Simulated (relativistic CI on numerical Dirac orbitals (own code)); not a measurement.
**Forbidden lines of Rh XXV**

Computed by Dirac-Coulomb-Breit CI, orbitals from a KLI potential per configuration, a model potential for QED, unscaled Slater integrals (own radial code, finite nucleus).

Configurations in the expansion (outside the closed core [Ne]): 3s2 3p6 3d3, 3s2 3p5 3d4, 3s 3p6 3d4, 3s2 3p6 3d2 4s, 3s2 3p6 3d2 4p, 3s2 3p6 3d2 4d, 3s2 3p6 3d2 4f, 3s2 3p5 3d3 4s, 3s2 3p5 3d3 4p, 3s2 3p6 3d 4s 4p, 3s 3p6 3d3 4s, 3p6 3d5, 3p5 3d6, 3s2 3p6 3d 4s2, 3s2 3p6 4s2 4p, 3s2 3p6 4s2 4d, 3s2 3p6 4s2 4f, 3p6 3d4 4s, 3p5 3d5 4s. Double excitations out of closed p, d and f shells are left out; levels of such configurations are missing from the list, as are those of other unlisted configurations, and high levels can miss mixing partners. These lack a partner that the ground configuration has and come out too high: 3s2 3p5 3d3 4p.

```csv
λ vac (Å),Lower,Upper,Type,A (s⁻¹),log gf
368.46,3s2 3p6 3d3 4F_5/2 [2],3s2 3p6 3d3 2D_3/2 [18],M1,1.02e+03,-7.08
398.54,3s2 3p6 3d3 4F_7/2 [3],3s2 3p6 3d3 2D_5/2 [19],M1,9.02e+02,-6.89
446.13,3s2 3p6 3d3 4P_3/2 [5],3s2 3p6 3d3 2D_3/2 [18],M1,1.05e+03,-6.90
503.51,3s2 3p6 3d3 4F_3/2 [1],3s2 3p6 3d3 2F_5/2 [16],M1,7.20e+02,-6.78
518.52,3s2 3p6 3d3 2G_7/2 [7],3s2 3p6 3d3 2D_5/2 [19],M1,7.89e+02,-6.72
523.68,3s2 3p6 3d3 4F_3/2 [1],3s2 3p6 3d3 2P_3/2 [15],M1,3.02e+02,-7.30
549.22,3s2 3p6 3d3 4P_5/2 [9],3s2 3p6 3d3 2D_5/2 [19],M1,3.74e+03,-5.99
578.87,3s2 3p6 3d3 4F_5/2 [2],3s2 3p6 3d3 2F_7/2 [17],M1,3.50e+02,-6.85
598.13,3s2 3p6 3d3 2D_3/2 [10],3s2 3p6 3d3 2D_5/2 [19],M1,3.73e+03,-5.92
603.66,3s2 3p6 3d3 2D_3/2 [10],3s2 3p6 3d3 2D_3/2 [18],M1,7.92e+02,-6.76
607.19,3s2 3p6 3d3 4F_5/2 [2],3s2 3p6 3d3 2P_3/2 [15],M1,1.32e+03,-6.53
735.78,3s2 3p6 3d3 4F_5/2 [2],3s2 3p6 3d3 2D_5/2 [13],M1,4.75e+02,-6.64
738.08,3s2 3p6 3d3 2D_5/2 [13],3s2 3p6 3d3 2D_3/2 [18],M1,2.55e+03,-6.08
740.52,3s2 3p6 3d3 4F_9/2 [4],3s2 3p6 3d3 2F_7/2 [17],M1,1.15e+03,-6.12
757.55,3s2 3p6 3d3 4F_3/2 [1],3s2 3p6 3d3 2D_3/2 [10],M1,1.13e+03,-6.41
799.40,3s2 3p6 3d3 4P_3/2 [5],3s2 3p6 3d3 2F_5/2 [16],M1,3.34e+02,-6.72
828.44,3s2 3p6 3d3 4F_7/2 [3],3s2 3p6 3d3 2G_9/2 [14],M1,5.36e+02,-6.26
877.97,3s2 3p6 3d3 4F_7/2 [3],3s2 3p6 3d3 2D_5/2 [13],M1,2.61e+03,-5.74
945.69,3s2 3p6 3d3 4F_5/2 [2],3s2 3p6 3d3 2D_3/2 [10],M1,2.66e+03,-5.84
952.28,3s2 3p6 3d3 4F_9/2 [4],3s2 3p6 3d3 2G_9/2 [14],M1,2.62e+02,-6.45
994.15,3s2 3p6 3d3 2F_5/2 [16],3s2 3p6 3d3 2D_5/2 [19],M1,2.89e+03,-5.59
998.19,3s2 3p6 3d3 2F_7/2 [17],3s2 3p6 3d3 2D_5/2 [19],M1,1.58e+03,-5.85
1009.5,3s2 3p6 3d3 2F_5/2 [16],3s2 3p6 3d3 2D_3/2 [18],M1,1.70e+03,-5.98
1079.0,3s2 3p6 3d3 2G_7/2 [7],3s2 3p6 3d3 2F_7/2 [17],M1,7.34e+02,-5.99
1083.8,3s2 3p6 3d3 2G_7/2 [7],3s2 3p6 3d3 2F_5/2 [16],M1,4.06e+02,-6.37
1127.9,3s2 3p6 3d3 4P_3/2 [5],3s2 3p6 3d3 2D_5/2 [13],M1,2.56e+02,-6.53
1160.3,3s2 3p6 3d3 4F_9/2 [4],3s2 3p6 3d3 2H_11/2 [12],M1,5.24e+02,-5.90
1227.2,3s2 3p6 3d3 4P_5/2 [9],3s2 3p6 3d3 2F_5/2 [16],M1,5.76e+02,-6.11
1248.9,3s2 3p6 3d3 4F_5/2 [2],3s2 3p6 3d3 2G_7/2 [7],M1,2.24e+03,-5.38
1354.3,3s2 3p6 3d3 4P_5/2 [9],3s2 3p6 3d3 2P_3/2 [15],M1,1.82e+03,-5.70
1360.3,3s2 3p6 3d3 4F_3/2 [1],3s2 3p6 3d3 4P_3/2 [5],M1,1.19e+03,-5.88
1596.2,3s2 3p6 3d3 2G_7/2 [7],3s2 3p6 3d3 2G_9/2 [14],M1,2.02e+03,-5.11
1602.7,3s2 3p6 3d3 4F_7/2 [3],3s2 3p6 3d3 2H_9/2 [8],M1,9.94e+02,-5.42
1696.3,3s2 3p6 3d3 2D_3/2 [10],3s2 3p6 3d3 2P_3/2 [15],M1,1.91e+03,-5.48
1709.6,3s2 3p6 3d3 4P_3/2 [5],3s2 3p6 3d3 2D_3/2 [10],M1,2.58e+03,-5.34
1714.9,3s2 3p6 3d3 2H_9/2 [8],3s2 3p6 3d3 2G_9/2 [14],M1,2.02e+03,-5.05
1722.3,3s2 3p6 3d3 4F_7/2 [3],3s2 3p6 3d3 2G_7/2 [7],M1,8.90e+02,-5.50
1733.7,3s2 3p6 3d3 4P_1/2 [6],3s2 3p6 3d3 2P_1/2 [11],M1,2.88e+03,-5.59
2012.2,3s2 3p6 3d3 2P_1/2 [11],3s2 3p6 3d3 2P_3/2 [15],M1,9.21e+02,-5.65
2065.1,3s2 3p6 3d3 4P_1/2 [6],3s2 3p6 3d3 2D_3/2 [10],M1,5.27e+02,-5.87
2141.4,3s2 3p6 3d3 4F_9/2 [4],3s2 3p6 3d3 2H_9/2 [8],M1,1.17e+03,-5.09
2293.3,3s2 3p6 3d3 4P_3/2 [5],3s2 3p6 3d3 4P_5/2 [9],M1,8.20e+02,-5.41
2532.4,3s2 3p6 3d3 2H_9/2 [8],3s2 3p6 3d3 2H_11/2 [12],M1,4.24e+02,-5.31
3807.7,3s2 3p6 3d3 4F_3/2 [1],3s2 3p6 3d3 4F_5/2 [2],M1,6.92e+02,-5.04
4543.0,3s2 3p6 3d3 4F_5/2 [2],3s2 3p6 3d3 4F_7/2 [3],M1,3.94e+02,-5.01
```

Terms are leading LS components. Brackets give the number of a level in order of energy, since labels repeat. The list gives strong lines, with weight on those to low levels, among the lowest 200 of 2099 levels, so that lines to higher ones, which can be the strongest, are missing. Levels whose partners in the same complex of configurations lie outside the list can be far off, and so can their lines. Rates are taken at the computed energies, electric ones in the length gauge.

At this charge energies of transitions that change n are usually good to better than 1 %, and those within a shell (Δn = 0) to a few per cent. Terms inside the open d or f shell come out 10 to 20 % too wide with unscaled integrals.

LS names give the leading component of a level, which can be under half, so a name can repeat, a term be missing and a line seem to break the LS rules.
